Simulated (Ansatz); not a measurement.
A run for Ansatz (a quantum-chemistry and plane-wave program): R-B3LYP/def2-TZVPP on H3O2 (SMILES O[OH2+]), atoms moved off the minimum. Charge +1.

Ansatz 0.2 input:
```yaml
crystal:
  periodic: [false, false, false]
  atoms:
    - {symbol: O, position_ang: [0.78125635, -0.22814269, 0.49231301]}
    - {symbol: O, position_ang: [-0.53204487, 0.23783390, -0.36541958]}
    - {symbol: H, position_ang: [1.12349156, -0.04205007, -0.37886093]}
    - {symbol: H, position_ang: [-0.83905345, 0.83289189, 0.28974342]}
    - {symbol: H, position_ang: [-1.07743209, -0.46461691, -0.38003483]}
basis:
  gaussian:
    orbitals: def2-TZVPP
hamiltonian:
  xc: {name: B3LYP}
total_charge: 1
scf: {lower_state_search: off}
output: {forces: true}
```

**Question.** Give the final energy of this run.

**Answer.** -151.8475 hartree.
